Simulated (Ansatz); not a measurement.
The pair A = H2S (SMILES S) (first 3 atoms), B = CH3I (SMILES CI); geometry from B3LYP-D3(BJ)/def2-TZVP.
(charge 0, multiplicity 1):
```xyz
8

S     -0.1442    -0.4662    -0.6813
H     -0.5490    -1.7403    -0.8064
H     -0.8993    -0.2756     0.4160
C      1.1349    -1.1941     2.9410
I     -0.9352    -0.8057     3.4116
H      1.3573    -2.1995     3.2791
H      1.2359    -1.0970     1.8654
H      1.7265    -0.4560     3.4699
```

Correlated levels freeze the cores. Filled d and f shells under p-block atoms count as core. MP2 and its Hartree–Fock in def2-QZVPPD are density fitted.

The values were computed with Ansatz (a program for electronic structure). Values without a source in brackets are computed. In def2 rows elements past Kr take small-core potentials, without spin–orbit coupling.

The counterpoise-corrected interaction energy is E(AB) − E(A in the pair's basis) − E(B in the pair's basis). Total energies (hartree):

```csv
level,AB,A in the pair's basis,B in the pair's basis
HF/def2-TZVPPD,-734.9978366,-398.7084956,-336.2901198
MP2/def2-TZVPPD,-735.5201531,-398.9012614,-336.6152982
HF/def2-QZVPPD,-735.0117962,-398.7194562,-336.2931289
MP2/def2-QZVPPD,-735.5781982,-398.9271066,-336.6470436
CCSD(T)/def2-TZVPPD,-735.5950708,-398.9338039,-336.6582296
```

**Question.** Work out the counterpoise-corrected interaction energy at the basis-set limit: extrapolate the MP2 correlation part as X⁻³, take Hartree–Fock from the larger set, and add the CCSD(T) − MP2 difference of def2-TZVPPD.

**Answer.** 
1. Differences (1 hartree = 627.509 kcal/mol): HF/def2-TZVPPD 0.489; MP2/def2-TZVPPD -2.255; HF/def2-QZVPPD 0.495; MP2/def2-QZVPPD -2.540; CCSD(T)/def2-TZVPPD -1.906.
2. Correlation parts, MP2 less HF: -2.744 in def2-TZVPPD (X = 3), -3.035 in def2-QZVPPD (X = 4).
3. Limit (4³·(-3.035) − 3³·(-2.744))/(4³ − 3³) = -3.248; with HF/def2-QZVPPD it gives -2.753.
4. CCSD(T) less MP2 in def2-TZVPPD: 0.349.
Result: -2.40 kcal/mol, against -2.25 at MP2/def2-TZVPPD. It is an estimate of this method's limit, not of the exact value.
